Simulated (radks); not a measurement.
The numbers below are computed, except where a source is named.
Task: The hafnium ion Hf4+, [Xe] 4f14. Level of theory: non-relativistic Kohn-Sham, exchange-only PBE, spin-polarised, spherical densities, point nucleus (a radial shooting solver on a logarithmic mesh with Libxc functionals). Every spin shell is full or empty, so the densities are truly spherical. Functionals are evaluated on that one density, not self-consistently. Rank these orbital-free kinetic functionals by their error against the exact value of the orbitals, and give that value: Thomas-Fermi, TF + vW, TF + vW/9, TF + vW/5, LC94, APBEK, revAPBEK, Perdew 92, Thakkar, LKT.

Result: Exact: 14318.0 hartree. From best to worst, with 100 (|E| - |E exact|)/|E exact| (equal figures are ties): APBEK -0.01, LC94 -0.04, revAPBEK +0.14, Perdew 92 -0.74, TF + vW/9 -0.75, Thakkar -0.80, TF + vW/5 +2.51, Thomas-Fermi -4.83, LKT +16.54, TF + vW +31.90.
